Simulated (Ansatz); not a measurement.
Cost and result for the atomization energy of `C[S][SnH]([CH3])[F]` (12 atoms, 11 bonds).

Z-matrix (Å, degrees):
```
C
S 1 1.820
H 1 1.089 2 111.1
H 1 1.090 2 106.3 3 118.2
H 1 1.090 2 111.7 3 -123.6
Sn 2 2.378 1 99.7 3 59.8
F 6 1.934 2 105.7 1 -63.6
C 6 2.125 2 113.5 1 47.9
H 6 1.703 2 109.4 1 -177.2
H 8 1.090 6 110.2 2 62.5
H 8 1.090 6 109.1 2 -177.0
H 8 1.089 6 109.0 2 -57.8
```

The species carries charge 0 and has multiplicity 1. Correlated methods include outer-core shells of Sn, which these sets cover unevenly. Sn: def2 effective core potential. The geometry is a stationary point of PBE0-D4/def2-TZVP. It is one conformer, not always the lowest. Program: Ansatz. All runs use 2 threads of an AMD EPYC 7R13 on a shared host and a share of an NVIDIA H100 80 GB. Times are those of one run each, without the atoms' runs, and a repeat can differ threefold. Electronic energies, without spin–orbit coupling; frozen cores. CCSD(T)/CBS adds CCSD(T) − MP2 in def2-TZVPP to the MP2 limit, and its time is that of the two runs behind it. T1 = 0.012. With those shells the extrapolation isn't a true limit. B3LYP takes the VWN-RPA correlation (the form of Gaussian; ORCA's B3LYP/G).

CCSD(T)/CBS is a level of theory with its own doubt, some kJ/mol a heavy atom from the limit and from the frozen cores, so smaller differences don't rank the functionals.

| level | functions | wall time |
| --- | --- | --- |
| PBE0-D4/def2-TZVPP | 283 | 4.7 s |
| LDA (SPW92)/def2-TZVPP | 283 | 5.5 s |
| r2SCANh-D4/def2-TZVPP | 283 | 5.5 s |
| PBE-D4/def2-TZVPP (with forces) | 283 | 6 s |
| r2SCAN-D4/def2-TZVPP (with forces) | 283 | 6 s |
| CCSD(T)/def2-SVP | 121 | 6 s |
| B3LYP-D4/def2-TZVPP (with forces) | 283 | 6.5 s |
| BLYP-D4/def2-TZVPP | 283 | 7.5 s |
| MP2/def2-QZVPP | 533 | 8 s |
| BHLYP-D4/def2-TZVPP | 283 | 9 s |
| ωB97X-V/def2-TZVPP | 283 | 9 s |
| CCSD(T)/def2-TZVPP | 283 | 13 s |
| CCSD(T)/CBS(def2) | – | 21 s |

**Question.** What atomization energy does each give, and how far from CCSD(T)/CBS? (An estimate is asked.)

**Answer.** Computed: 
```csv
level,atomization (kJ/mol),difference from CCSD(T)/CBS,per bond
PBE0-D4/def2-TZVPP,4092.4,-33.0,-3.0
LDA (SPW92)/def2-TZVPP,4669.2,543.8,49.4
r2SCANh-D4/def2-TZVPP,4082.5,-42.9,-3.9
PBE-D4/def2-TZVPP (with forces),4156.7,31.3,2.8
r2SCAN-D4/def2-TZVPP (with forces),4107.6,-17.8,-1.6
CCSD(T)/def2-SVP,3841.4,-284.0,-25.8
B3LYP-D4/def2-TZVPP (with forces),4084.6,-40.8,-3.7
BLYP-D4/def2-TZVPP,4073.0,-52.4,-4.8
MP2/def2-QZVPP,4110.6,-14.8,-1.3
BHLYP-D4/def2-TZVPP,3981.3,-144.1,-13.1
ωB97X-V/def2-TZVPP,4121.4,-4.0,-0.4
CCSD(T)/def2-TZVPP,4006.0,-119.4,-10.9
CCSD(T)/CBS(def2),4125.4,0.0,0.0
```

The D4 term adds +43.7 kJ/mol with B3LYP and +23.2 kJ/mol with PBE0; it sums over pairs of atoms, weighted by their polarisabilities, and B3LYP, whose exchange is more repulsive, gets the larger term. From r2SCAN to r2SCAN0 (25 % exact exchange), in def2-TZVPP and without D4, the atomization energy moves by −61.6 kJ/mol: exact exchange takes away binding that semilocal exchange gives to molecules. Leaving LDA and LC-ωPBE aside and taking each functional with its dispersion term where it has one, the values spread over 175.4 kJ/mol, from BHLYP-D4 to PBE-D4. LDA lies +539.5 kJ/mol from PBE without D4, its usual overbinding.

Spin–orbit coupling would lower the free Sn atoms strongly, and the atomization energy with them, by more than many differences here. For some Ge, Se and Sn compounds the MP2-based and the directly extrapolated limit differ by 10 to 25 kJ/mol.
